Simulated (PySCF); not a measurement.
[C2H6BO2]-: core ionisation energies

C₂H₆BO₂ (charge -1).
Structure used (PBE0-D3(BJ)/def2-SVP), in Å, numbered top down from 1:
```
atom  x, y, z in Å
B1    -1.2731   -0.3961   -0.4436
O2    -0.0476   -1.2448   -0.4691
C3     0.9418   -0.5260    0.1598
C4     0.4546    0.9570    0.1785
O5    -0.7161    0.9808   -0.5417
H6    -1.8971   -0.5457    0.6559
H7    -2.0178   -0.6492   -1.4099
H8     1.1289   -0.8689    1.2090
H9     1.9149   -0.6328   -0.3730
H10    0.3127    1.2826    1.2405
H11    1.2096    1.6484   -0.2582
```

Theory: PySCF, delta-SCF UKS SCAN, pcX-2 on the ionised atom, pcseg-1 elsewhere, spin-free X2C. Binding energies are ΔSCF values: E(core-ionised, relaxed orbitals) − E(ground state) at a fixed geometry, referred to the vacuum level.

Q: Give the core binding energies atom by atom.

A: 
```csv
atom(s),environment,level,binding energy (eV),count
B1,four-coordinate boron,B 1s,189.67,1
C3/C4,sp3 carbon bound to oxygen,C 1s,286.97,2
O2/O5,boron-bound oxygen,O 1s,531.88,2
```

Q: Which photon energy gives electrons from O 1s of O2 (atom 2)/O5 a kinetic energy of 100 eV, and what is their de Broglie wavelength?

A: hν = 531.88 + 100 = 631.88 eV, recoil neglected; λ = 12.264 Å/√(E/eV) = 1.23 Å.

One atom of each set of topologically equivalent atoms was ionised and stands for the set; in this conformer not all members are related by symmetry, and their own values weren't computed. The species carries charge -1, so core ionisation leaves a neutral species. The basis sets have no added diffuse functions. Isolated species at its PBE0-D3(BJ)/def2-SVP geometry (one conformer only).
